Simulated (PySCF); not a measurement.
# Computed properties of germylmethylgermane (CH8Ge2), SMILES [GeH3][CH2][GeH3]

CH₈Ge₂, SMILES [GeH3][CH2][GeH3]. The structure is a stationary point at TPSSh-D3(BJ)/def2-SVP. The values are those of a single conformer. All values are computed for the isolated molecule unless a solvent is named; none is compared with measurement here.

**Structure.** The optimised structure has C2v symmetry. All 27 harmonic modes at TPSSh-D3(BJ)/def2-SVP (PySCF) are real, so it is a minimum. With heavy atoms numbered as in [GeH3:1][CH2:2][GeH3:3], the shortest bond between them is Ge1–C2 at 1.965 Å and the longest C2–Ge3 at 1.965 Å.

**Vibrations.** The strongest infrared lines (harmonic, unscaled, degenerate partners summed) lie at 2158 cm⁻¹ (262 km/mol, H 98 %), 833 cm⁻¹ (259 km/mol, H 94 %), 2142 cm⁻¹ (257 km/mol, H 99 %). The softest mode is at 79 cm⁻¹ and the zero-point energy is 46.0 kcal/mol.

**Electronic structure.** CAM-B3LYP/def2-TZVP (PySCF) places the frontier levels at -9.77 and 1.26 eV, a gap of 11.03 eV, and gives a dipole moment of 0.70 D and a mean polarisability of 74.9 bohr³. PBE/def2-TZVP (PySCF) at the same geometry gives -7.29 and -0.37 eV, so its gap is 4.11 eV narrower. An orbital gap is neither the optical nor the fundamental gap.

**Excitations.** TDDFT-ωB97X/def2-SVPD (PySCF) has S1 at 8.02 eV (155 nm, f = 0.045, weak); the most intense of the 10 singlets computed lies at 8.56 eV (f = 0.39). T1 (TDA) is at 7.63 eV. TDDFT-PBE/def2-SVPD (PySCF) puts S1 at 6.84 eV. No vertical singlet excitation falls in the visible range (under 3.1 eV).

**NMR.** GIAO shifts at PBE0/pcSseg-1 (PySCF) (non-relativistic, atoms alike by connectivity averaged): ¹³C at -11.2 ppm against TMS; ¹H from 0.3 to 4.2 ppm against TMS.
